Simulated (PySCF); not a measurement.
# Nb²⁺: excitation energy

Nb²⁺ [Kr] 4d3 (4F) → Nb²⁺ [Kr] 4d2 5p1 (high-spin determinant), as a difference of total energies. Calculation: PySCF 2.14, in aug-cc-pwCVDZ-PP with ECP28MDF (6s6p5d3f, 70 functions); a scalar-relativistic core potential. Correlated levels: valence: 4s2 4p6 frozen. The calculations carry no spin-orbit coupling.

| method | excitation energy (eV) |
| --- | --- |
| UHF | 7.950 |
| MP2 (valence) | 8.067 |
| SCS-MP2 (valence) | 7.989 |
| CCSD (valence) | 8.012 |
| CCSD(T) (valence) | 7.999 |

Question: How much does correlation contribute at CCSD(T) (valence)?

Answer: 7.999 − (7.950) = 0.049 eV, measured against UHF.

The coupled-cluster amplitudes are large for the upper state (T1 above 0.03 or a double amplitude above 0.15), so a single reference is strained.

The determinant of the upper state mixes LS terms, which raises its energy above the lowest term, most at the Hartree-Fock and MP2 levels.
